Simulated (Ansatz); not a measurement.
System: C4H6B, charge -1, multiplicity 1. It need not be the lowest isomer of its formula. Whether it binds its extra electron was not tested at this geometry. 
Geometry from a B3LYP-D3(BJ)/def2-TZVP (Ansatz, a quantum-chemistry and plane-wave program) optimisation:
```xyz
11

C      0.5951     2.3299     0.6406
C      0.2956     1.1574     0.3183
B     -0.0576    -0.2257    -0.0621
C      1.0507    -1.3491    -0.3314
C     -1.5755    -0.7053    -0.2335
H      1.0246    -2.0915     0.4789
H      2.0640    -0.9471    -0.3787
H      0.8514    -1.9113    -1.2536
H     -2.2986     0.0284     0.1261
H     -1.7850    -0.8854    -1.2974
H     -1.7642    -1.6624     0.2709
```
Charge -1, spin multiplicity 1.

Parts of the frozen-core correlation energy in cc-pVQZ (Ansatz, hartree). Frozen orbitals: 5; correlated occupied orbitals by spin: 13 and 13; virtual: 437 and 437. No spin-orbit coupling. No relativistic terms.

```csv
term,value
reference (HF),-179.65990
MP2 opposite-spin,-0.62411
MP2 same-spin,-0.18033
CCSD correlation,-0.83250
(T),-0.04280
T1 diagnostic,0.014
largest doubles amplitude,0.052
```
